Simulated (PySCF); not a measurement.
H7B3N3 (SMILES B1NB[NH2+]BN1), charge +1, singlet, at a GFN2-xTB geometry. Base run: HF/STO-3G (PySCF).

Input for PySCF:
```python
from pyscf import gto, scf

mol = gto.M(
    atom='''
B     0.86251219   -1.19327684    0.20470020
N     1.39506126    0.13710217    0.26582380
B     0.66986180    1.29721651    0.08876115
N    -0.82466883    1.14092094   -0.19571883
B    -1.41304089   -0.26903579   -0.26514000
N    -0.54097915   -1.31871608   -0.06312431
H     1.53770716   -2.12740221    0.36494437
H     2.38574493    0.21228932    0.45529505
H     1.11296446    2.37378670    0.14057704
H    -1.03809559    1.62294398   -1.07286357
H    -1.34412975    1.67284054    0.50748952
H    -2.55236918   -0.38238491   -0.48219127
H    -0.90438046   -2.26174200   -0.10372250
''',
    basis='sto-3g',
    charge=1,
    verbose=4,
)

mf = scf.RHF(mol)
mf.kernel()
mf.analyze()
```

The base run was repeated with changes; each row names its change, and settings that it needs were set with it.

```tsv
change	ΔE vs base (µEh)	SCF cycles
base	0.0	8
init_guess = atom	0.0	9
conv_tol_grad = 1e-7	0.0	11
conv_tol = 1e-6	0.0	6
conv_tol_grad = 1e-3	0.0	8
level_shift = 0.5 (with mf.max_cycle = 100)	0.0	13
conv_tol = 1e-4	0.1	5
init_guess = huckel	0.0	9
solver = newton; init_guess = 1e	0.0	-
diis = off; damp = 0.6 (with mf.diis_start_cycle = 200; with mf.max_cycle = 150)	0.0	29
level_shift = 0.1 (with mf.max_cycle = 100)	0.0	9
init_guess = sap	0.0	8
diis = off (with mf.max_cycle = 100)	0.0	12
```
